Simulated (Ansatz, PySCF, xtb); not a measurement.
Energy difference R1 + R2 → P1 + P2, each structure at its B3LYP-D3(BJ)/def2-TZVP stationary point, reached from a drawn start (curvature not checked).
R1, C2H6Zn (SMILES [CH3][Zn][CH3]) (charge 0, multiplicity 1):
```xyz
9

C      1.9543    -0.0866     0.0378
Zn     0.0002     0.0024    -0.0042
C     -1.9543     0.0873    -0.0390
H      2.3387    -0.6600    -0.8086
H      2.3933     0.9126    -0.0056
H      2.3016    -0.5670     0.9551
H     -2.3788    -0.3658     0.8595
H     -2.3542    -0.4446    -0.9051
H     -2.3008     1.1218    -0.0900
```
P1: CH4 (SMILES C), charge 0, multiplicity 1.
R2: NH3 (SMILES N), charge 0, multiplicity 1.
P2: CH5NZn (SMILES [CH3][Zn][NH2]), charge 0, multiplicity 1.

```json
[
 {"level": "GFN2-xTB", "reaction energy (kcal/mol)": "-17.22"},
 {"level": "PBE/def2-TZVPP", "reaction energy (kcal/mol)": "-8.71"},
 {"level": "revPBE-D3(BJ)/def2-TZVPP", "reaction energy (kcal/mol)": "-8.32"},
 {"level": "revPBE-D4/def2-TZVPP", "reaction energy (kcal/mol)": "-8.54"},
 {"level": "r2SCAN-D3(BJ)/def2-TZVPP", "reaction energy (kcal/mol)": "-9.67"},
 {"level": "B3LYP-D3(BJ)/def2-TZVPP", "reaction energy (kcal/mol)": "-9.53"},
 {"level": "CAM-B3LYP/def2-TZVPP", "reaction energy (kcal/mol)": "-10.20"},
 {"level": "wB97X-V/def2-TZVPP", "reaction energy (kcal/mol)": "-9.58"},
 {"level": "wB97M-V/def2-TZVPP", "reaction energy (kcal/mol)": "-8.87"},
 {"level": "B2PLYP-D3(BJ)/def2-TZVPP", "reaction energy (kcal/mol)": "-9.91"},
 {"level": "B2PLYP-D4/def2-TZVPP", "reaction energy (kcal/mol)": "-10.00"},
 {"level": "MP2/def2-SVP", "reaction energy (kcal/mol)": "-8.04"},
 {"level": "MP2/def2-TZVPP", "reaction energy (kcal/mol)": "-9.69"},
 {"level": "MP2/def2-QZVPP", "reaction energy (kcal/mol)": "-9.99"},
 {"level": "SCS-MP2/def2-TZVPP", "reaction energy (kcal/mol)": "-10.09"},
 {"level": "SCS-MP2/def2-QZVPP", "reaction energy (kcal/mol)": "-10.40"},
 {"level": "CCSD/def2-SVP", "reaction energy (kcal/mol)": "-8.00"},
 {"level": "CCSD/def2-QZVPP", "reaction energy (kcal/mol)": "-9.79"},
 {"level": "CCSD(T)/def2-SVP", "reaction energy (kcal/mol)": "-7.77"},
 {"level": "CCSD(T)/CBS(def2-TZVPP, def2-QZVPP)", "reaction energy (kcal/mol)": "-9.69"}
]
```

P less R. No zero-point or thermal terms; no spin–orbit coupling.

Cores are frozen in the correlated methods. CBS: X⁻³ extrapolation of the correlation energy, Hartree–Fock from the larger set.

Run with Ansatz (Gaussian basis) for Hartree–Fock, density functionals and correlated methods; PySCF for the D3/D4 terms; xtb for the GFN methods. Each number belongs to the level named beside it.

Ansatz is an electronic-structure program.
